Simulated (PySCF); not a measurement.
**Identify the compound**

The spectra below were simulated for a compound C₂H₁₄Si₄.

¹H NMR (300 MHz, computed): δ 3.99 (m, 2H), 3.49 (d, 6H), 0.23 (d, 6H).

¹³C{¹H} NMR (computed): δ -6.3 (2C).

- structure optimised with GFN2-xTB
- GIAO PBE0/pcSseg-1 shieldings
- code: PySCF 2.14
- no solvent, non-relativistic Hamiltonian, one conformer, one averaged value for each set of equivalent atoms

Referencing at the same level of theory: TMS for ¹H, ¹³C.

Q: Propose a structure and justify it.

A: 
1. The formula gives 0 degrees of unsaturation.
2. 1 carbon signal for 2 carbons: some carbons are equivalent by symmetry or fast rotation.
3. Carbon types of the structure: 2 × CH3, leaving 8 H on heteroatoms.
4. δC -6.3: methyl carbon bonded to Si; an electropositive neighbour leaves it electron-rich and shielded.
5. δH 3.99: hydrogen on a silicon bonded to C, 2 Si.
6. δH 3.49: hydrogen on a silicon bonded to Si.
7. δH 0.23: hydrogen on a methyl carbon bonded to Si; an electropositive neighbour shields it, as in TMS itself.

These data were computed for SMILES C[Si@H]([SiH3])[Si@@H](C)[SiH3].

This is the structure that produced the data.

Shifts are as computed. Against solution values, carbons near 30 ppm lie about +3 ppm off and those near 130 ppm about +5 ppm. Of 1309 compounds with measured shifts, 239 miss one by over three times the rms of a fit or turn the order of signals round; such compounds aren't used in these exercises. No couplings were computed; multiplicities are counted from neighbouring protons, with m where these are inequivalent, close in shift, in a saturated or five-membered ring or joined by F or P, and br s for small geminal =CH2 splittings.
